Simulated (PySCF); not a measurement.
## SMILES c1(C=O)cccc(C)c1C=O, C9H8O2

Molfile (atoms numbered from 1):
```
C9H8O2
     RDKit          3D

 19 19  0  0  0  0  0  0  0  0999 V2000
   -2.3944   -0.5895   -0.4779 C   0  0  0  0  0  0  0  0  0  0  0  0
   -1.0969    0.0769   -0.1333 C   0  0  0  0  0  0  0  0  0  0  0  0
   -1.1213    1.4403    0.1978 C   0  0  0  0  0  0  0  0  0  0  0  0
    0.0310    2.1403    0.5285 C   0  0  0  0  0  0  0  0  0  0  0  0
    1.2526    1.4776    0.5327 C   0  0  0  0  0  0  0  0  0  0  0  0
    1.3269    0.1200    0.2113 C   0  0  0  0  0  0  0  0  0  0  0  0
    2.7090   -0.4339    0.2596 C   0  0  0  0  0  0  0  0  0  0  0  0
    3.0754   -1.5613    0.0451 O   0  0  0  0  0  0  0  0  0  0  0  0
    0.1466   -0.5971   -0.1259 C   0  0  0  0  0  0  0  0  0  0  0  0
    0.2266   -2.0476   -0.4611 C   0  0  0  0  0  0  0  0  0  0  0  0
   -0.7288   -2.7225   -0.7717 O   0  0  0  0  0  0  0  0  0  0  0  0
   -2.3733   -1.0094   -1.4936 H   0  0  0  0  0  0  0  0  0  0  0  0
   -2.5976   -1.4448    0.1814 H   0  0  0  0  0  0  0  0  0  0  0  0
   -3.2208    0.1312   -0.4032 H   0  0  0  0  0  0  0  0  0  0  0  0
   -2.0834    1.9591    0.1923 H   0  0  0  0  0  0  0  0  0  0  0  0
   -0.0238    3.2014    0.7817 H   0  0  0  0  0  0  0  0  0  0  0  0
    2.1701    2.0148    0.7882 H   0  0  0  0  0  0  0  0  0  0  0  0
    3.4587    0.3504    0.5398 H   0  0  0  0  0  0  0  0  0  0  0  0
    1.2426   -2.4859   -0.4068 H   0  0  0  0  0  0  0  0  0  0  0  0
  1  2  1  0
  2  3  2  0
  3  4  1  0
  4  5  2  0
  5  6  1  0
  6  7  1  0
  7  8  2  0
  6  9  2  0
  9 10  1  0
 10 11  2  0
  9  2  1  0
  1 12  1  0
  1 13  1  0
  1 14  1  0
  3 15  1  0
  4 16  1  0
  5 17  1  0
  7 18  1  0
 10 19  1  0
M  END
```

Computed, not measured: PySCF 2.14.0, TDDFT CAM-B3LYP/aug-cc-pVDZ circular dichroism and optical rotation, one conformer, gas phase. Geometry: PBE0-D3(BJ)/def2-SVP.

No stereocentre is labelled: unless the shape is locked (an allene, a helicene, a hindered biaryl), the mirror image is equally populated and a measured rotation or CD is zero.

(1) Which excitations and rotatory strengths does the calculation give?

## Answers

(1) Rotatory strengths R in 10⁻⁴⁰ esu² cm², velocity form and length form (origin at the centre of mass); f in length form.
```tsv
state	E (eV)	λ (nm)	f	R (velocity)	R (length)	main
1	3.16	393	0.0002	+0.1	+0.1	HOMO→LUMO 0.84
2	3.84	323	3e-05	+0.2	+0.2	HOMO−3→LUMO 0.60, HOMO→LUMO+1 0.24
3	4.49	276	0.084	0.0	0.0	HOMO−1→LUMO 0.86, HOMO−2→LUMO+1 0.12
4	4.97	250	0.140	-0.1	-0.1	HOMO−2→LUMO 0.89, HOMO−1→LUMO+1 0.09
5	5.31	234	0.0001	-0.2	-0.2	HOMO→LUMO+1 0.59, HOMO−3→LUMO 0.28
6	5.95	208	0.273	+0.7	+0.8	HOMO−1→LUMO+1 0.78, HOMO−2→LUMO+1 0.09
7	6.00	206	0.0006	+2.8	+2.8	HOMO−3→LUMO+1 0.63, HOMO→LUMO+11 0.08
8	6.12	202	0.459	-2.6	-2.7	HOMO−2→LUMO+1 0.72, HOMO−1→LUMO+1 0.10
9	6.44	192	0.0001	-0.6	-0.6	HOMO→LUMO+6 0.29, HOMO→LUMO+7 0.22
10	6.57	189	0.001	+0.3	+0.3	HOMO→LUMO+4 0.38, HOMO→LUMO+2 0.38
11	6.75	184	0.004	+0.1	+0.1	HOMO−1→LUMO+2 0.87
12	6.92	179	0.043	-0.2	-0.2	HOMO→LUMO+3 0.40, HOMO→LUMO+5 0.13
```

Among the states computed, the strongest CD band (largest |R|) is state 7. The largest dissymmetry factor in size, g = 4R/(D+G), with D and G the electric and magnetic dipole strengths, is -0.038 for state 9 (velocity form, f = 0.0002), among bands with |R| over 0.5. The mirror image has the same energies and oscillator strengths and all R with the opposite sign.
